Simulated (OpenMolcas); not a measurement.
**Fe3+: moving the ligands**

Fe3+ with 6 ligands (chloride) in octahedral coordination (Oh) at 2.41 Å. A charge of +0.5 e stands 2.4 Å behind each ligand. Ligand basis ANO-RCC-VDZP.

```yaml
Program: OpenMolcas 26.06
Method: "SS-CASPT2, IPEA 0.25 Eh, imaginary shift 0.1 Eh (closed shells correlated: 3s 3p and the ligand valence shells)"
Basis: ANO-RCC-VDZP [5s4p2d1f]
Scalar_Hamiltonian: DKH2, point nucleus
Active_space: 5 electrons in 5 orbitals (3d)
State_averaging: 2S+1 = 6 even, 1 root; 2S+1 = 4 even, 24 roots; 2S+1 = 2 even, 75 roots
Spin-orbit_coupling: state interaction with AMFI integrals over the reference wave functions
```

Runs around this geometry, states (labels of O, the rotations of Oh). Energies in cm-1 above the lowest state or level, χT in cm3 K/mol.

| R (Å) | Ground state | First gap with spin-orbit (degeneracies) | χT at 300 K | First state of another spin |
| --- | --- | --- | --- | --- |
| 2.3 | 6A1 | 10240 (6, 2) | 4.382 | 2T2 10850 |
| 2.41 | 6A1 | 15380 (6, 2) | 4.383 | 4T1 16080 |
| 2.52 | 6A1 | 17700 (6, 2) | 4.384 | 4T1 17950 |

Roots that are degenerate in the reference are averaged as groups; the widest CASPT2 spread within a group is 1800 cm-1 (the 2-fold group of multiplicity 2 near 46600 cm-1 above the lowest state of its run, R = 2.52). Shifts and gaps below about the spread of the groups concerned are not significant. Over all roots computed the reference weight is 0.61 to 0.67 in R = 2.3, 0.60 to 0.67 in R = 2.41, 0.57 to 0.66 in R = 2.52; the roots of lowest weight are the least certain, and an intruder state may touch them. Ligand-to-metal charge-transfer states are missing. With no ligand orbital active B as a rule stays too high, so bands that hang on it stand too high and its fall with covalency is understated. With one d shell and no ligand orbital active, 10Dq can be off by a tenth or more. This shell can be high or low spin here, a state of another spin lies low, and with metal d orbitals alone active their balance is uncertain, so the ground spin may be wrong (holds for R = 2.3). These CASPT2 states fit no ligand-field parameters well, so their order and spin gaps are uncertain (holds for R = 2.3; R = 2.41). No measured value stands beside these numbers; the geometry was imposed, not optimised, and the real ion may take another.
